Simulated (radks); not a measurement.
C+, configuration [He] 2s2 3p1 (not the ground configuration). Method: non-relativistic Kohn-Sham, r2SCAN, spin-polarised, spherical densities, point nucleus; open shells are filled with parallel spins first; meta-GGA in the generalised Kohn-Sham scheme; computed with a radial shooting solver on a logarithmic mesh with Libxc functionals.

Normalised radial functions P(r) = r R(r), r in bohr:

| r | 2p up |
|---|---|
| 0.02757 | 0.0058 |
| 0.03083 | 0.0072 |
| 0.03477 | 0.0090 |
| 0.0392 | 0.0113 |
| 0.0442 | 0.0141 |
| 0.04983 | 0.0177 |
| 0.05618 | 0.0221 |
| 0.06335 | 0.0275 |
| 0.07085 | 0.0336 |
| 0.07989 | 0.0417 |
| 0.09007 | 0.0515 |
| 0.1016 | 0.0634 |
| 0.1145 | 0.0777 |
| 0.1291 | 0.0949 |
| 0.1456 | 0.1153 |
| 0.1628 | 0.1377 |
| 0.1836 | 0.1657 |
| 0.207 | 0.1981 |
| 0.2334 | 0.2353 |
| 0.2631 | 0.2773 |
| 0.2967 | 0.3241 |
| 0.3345 | 0.3752 |
| 0.3741 | 0.4261 |
| 0.4218 | 0.4833 |
| 0.4756 | 0.5443 |
| 0.5363 | 0.6069 |
| 0.6046 | 0.6680 |
| 0.6817 | 0.7244 |
| 0.7686 | 0.7723 |
| 0.8597 | 0.8070 |
| 0.9694 | 0.8292 |
| 1.093 | 0.8319 |
| 1.232 | 0.8124 |
| 1.389 | 0.7696 |
| 1.567 | 0.7047 |
| 1.766 | 0.6212 |
| 1.976 | 0.5327 |
| 2.228 | 0.4334 |
| 2.511 | 0.3361 |
| 2.832 | 0.2459 |
| 3.193 | 0.1712 |
| 3.6 | 0.1150 |
| 4.059 | 0.0744 |
| 4.54 | 0.0462 |
| 5.119 | 0.0254 |
| 5.771 | 0.0126 |
| 6.507 | 0.0057 |
| 7.337 | 0.0023 |
| 8.272 | 0.0007 |
| 9.327 | 0.0002 |
| 10.43 | 0.0001 |
| 11.76 | 0.0000 |
| 13.26 | 0.0000 |
| 14.95 | 0.0000 |

2p up (empty): eigenvalue -24.564 eV, 0 radial nodes, <r> = 1.36 bohr, 90 % of the charge inside 2.22 bohr.
